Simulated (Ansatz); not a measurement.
Reaction (silylene loss): `[SiH3][SiH2]SCS` → `[SiH3]SCS` + `[SiH2]`

Computed with Ansatz on PBE0-D4/def2-TZVP structures; ΔE is electronic, products minus reactants. CCSD(T)/CBS is the MP2 limit (def2-TZVPP, def2-QZVPP) plus CCSD(T) − MP2 in def2-TZVPP, frozen cores. This one scheme is used for every species. Functionals use def2-TZVPP. HSE06 is defined as in plane-wave codes. Each species was taken in one conformer, which may not be the lowest.

`[SiH3][SiH2]SCS`:

Z-matrix (Å, degrees):
```
Si
Si 1 2.347
H 1 1.485 2 111.6
H 1 1.486 2 110.2 3 122.3
H 1 1.492 2 109.0 3 -119.4
S 2 2.146 1 115.3 3 -103.3
H 2 1.488 1 110.1 3 141.3
H 2 1.491 1 110.7 3 20.6
C 6 1.811 2 100.2 1 74.7
S 9 1.805 6 116.5 2 -53.9
H 9 1.090 6 106.3 2 -177.4
H 9 1.091 6 110.1 2 65.6
H 10 1.343 9 96.4 6 -57.6
```

`[SiH3]SCS`:

```xyz
10

Si    1.143    1.168   -0.299
S     0.647   -0.804   -0.959
C    -0.531   -1.290    0.334
S    -1.874   -0.138    0.675
H     1.344    1.165    1.173
H     2.417    1.471   -0.998
H     0.134    2.190   -0.665
H    -0.922   -2.262    0.034
H    -0.009   -1.412    1.284
H    -2.350   -0.088   -0.580
```

`[SiH2]`:

Z-matrix (Å, degrees):
```
Si
H 1 1.525
H 1 1.525 2 91.2
```

Task: Is it downhill or uphill in electronic energy at CCSD(T)/CBS, and by how much? (Estimate.)

Result: The calculation gave: Uphill: ΔE = +57.7 kcal/mol.

Task: What do these levels give: LDA (SPW92), PBE-D4, BLYP-D4, r2SCAN0-D4, ωB97M-V, BLYP, HSE06, LC-ωPBE, CCSD(T)/def2-SVP, MP2/def2-QZVPP, MP2/CBS(def2), CCSD/CBS(def2)? (An estimate is asked.)

Result: Ansatz gave: LDA (SPW92) 67.6, PBE-D4 61.7, BLYP-D4 55.4, r2SCAN0-D4 63.4, ωB97M-V 55.7, BLYP 49.8, HSE06 60.3, LC-ωPBE 61.8, CCSD(T)/def2-SVP 53.6, MP2/def2-QZVPP 60.6, MP2/CBS(def2) 61.5, CCSD/CBS(def2) 56.1 kcal/mol.

Task: What do rigid-rotor, harmonic-oscillator terms from PBE0-D4/def2-TZVP frequencies (298.15 K, 1 bar) make of the CCSD(T)/CBS value? (Best estimate.)

Result: The calculation gave: ΔZPE = -3.5 kcal/mol, ΔH = +55.0 kcal/mol, ΔS = 152 J/(mol·K), ΔG = +44.2 kcal/mol. Modes under 50 cm⁻¹ make the entropy rough.

Largest T1 diagnostic among the species: 0.014.

At CCSD(T), def2-SVP lies −4.1 kcal/mol from the extrapolated value and def2-TZVPP −2.0 kcal/mol. The D4 term adds +4.6 kcal/mol with B3LYP and +2.6 kcal/mol with PBE0; it sums over pairs of atoms, weighted by their polarisabilities, and B3LYP, whose exchange is more repulsive, gets the larger term. In def2-TZVPP, CCSD(T) changes the Hartree–Fock value by +6.5 kcal/mol (the triples alone add +1.6 kcal/mol) and MP2 by +10.2 kcal/mol.

B3LYP here is the variant with VWN-RPA as its local correlation; programs differ in this.
